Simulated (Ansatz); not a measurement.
Breaking a bond: BBe (anion, charge -1), lowest triplet found (which spin is the ground state isn't settled by this scan).

ROCCSD(T) = CCSD(T) on ROHF/aug-cc-pVDZ, frozen core in Ansatz (a quantum-chemistry and plane-wave program); UKS-CAM-B3LYP = unrestricted CAM-B3LYP/aug-cc-pVDZ (Ansatz); UKS-PBE = unrestricted PBE/aug-cc-pVDZ run with Ansatz; ROCCSDT(Q) = CCSDT(Q)/B on ROHF/aug-cc-pVDZ, frozen core (Ansatz); FCI = Ansatz with full CI/aug-cc-pVDZ, frozen core.

Cost and agreement with FCI over the 13 points of the scan, with FCI as yardstick. Costs are rough ratios of core time within Ansatz on shared cores, each with its mean field (Kohn-Sham runs search longer for lower solutions than correlated ones do); the miss is the largest difference from FCI of the curve after the mean shift, in kcal/mol.

Q: Which of them comes closest to FCI within 5 times the cost of the cheapest?

A: UKS-PBE, 6.7 kcal/mol off at most.

| level | relative cost | largest difference |
|---|---|---|
| ROCCSD(T) | 1 | 15.2 |
| UKS-CAM-B3LYP | 1 | 11.3 |
| UKS-PBE | 2 | 6.7 |
| ROCCSDT(Q) | 10 | 13.1 |

Costs within a factor of two of each other count as equal.

The scan ran from 1.30 to 6.06 Å; beyond the distances shown full CI changes its symmetry label. The T1 diagnostic of CCSD on the restricted reference of ROCCSD(T), ROCCSDT(Q) exceeds 0.045 at 1.30, 1.57 to 2.26 Å. Where the anion isn't bound against loss of the electron, the finite basis alone holds it. At the minimum ROCCSD(T), UKS-CAM-B3LYP lies far from FCI: another state is possible. The unrestricted solution behind UKS-CAM-B3LYP changes between 2.02 and 2.15 Å, which can leave a kink. The unrestricted determinant behind UKS-CAM-B3LYP is spin-contaminated at 1.30 to 2.02 Å (<S²> up to 2.9, against 2.00 for a pure triplet). The unrestricted determinant behind UKS-PBE is spin-contaminated at 1.30 to 2.26 Å (<S²> up to 2.8, against 2.00 for a pure triplet). Also computed but left out beside FCI, since their determinant holds another spin at the minimum (<S²> over 0.7 above the pure value): UHF, UMP2, UCCSD, UCCSD(T), UCCSDT, UCCSDT(Q).
